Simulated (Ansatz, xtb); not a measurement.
## C3H8Si: 3 structures ranked

3 gas-phase structures of C3H8Si, from a drawn sample of its isomers (lower ones may exist). Each was relaxed with GFN2-xTB:

A. `C/C=C/[SiH3]`, a singlet
B. `C/C=C\[SiH3]`, a singlet
C. `C=C(C)[SiH3]`, a singlet

Make a reasoned guess at their ranking by r2SCAN-D4/def2-SVP single-point energy.

Calculated order at r2SCAN-D4/def2-SVP: A (0.0), B (1.2), C (1.8) kcal/mol. Less than 1 kcal/mol parts B and C, so the order within that pair means little.

Energies above the lowest of each column, in kcal/mol; the last columns are at B3LYP-D3(BJ)/def2-SVP geometries:

```json
{"structure": "A", "GFN2-xTB": "0.0", "HF/STO-3G": "0.0", "r2SCAN-D4/def2-SVP": "0.0", "B3LYP-D3(BJ)/def2-SVP": "0.0", "CCSD(T)/def2-SVP + ΔMP2/def2-TZVPP": "0.0"}
{"structure": "B", "GFN2-xTB": "0.5", "HF/STO-3G": "1.6", "r2SCAN-D4/def2-SVP": "1.2", "B3LYP-D3(BJ)/def2-SVP": "1.3", "CCSD(T)/def2-SVP + ΔMP2/def2-TZVPP": "1.6"}
{"structure": "C", "GFN2-xTB": "0.9", "HF/STO-3G": "1.9", "r2SCAN-D4/def2-SVP": "1.8", "B3LYP-D3(BJ)/def2-SVP": "1.4", "CCSD(T)/def2-SVP + ΔMP2/def2-TZVPP": "1.1"}
```

Every level run on A puts it lowest or level with the lowest. CCSD(T)/def2-SVP + ΔMP2/def2-TZVPP orders those it was run on as A (0.0), C (1.1), B (1.6) kcal/mol. Less than 1 kcal/mol parts C and B, so the order within that pair means little. ΔMP2 is the change of the MP2 energy from the smaller to the larger basis.

Programs: Ansatz 0.2.0, xtb 6.7.1.
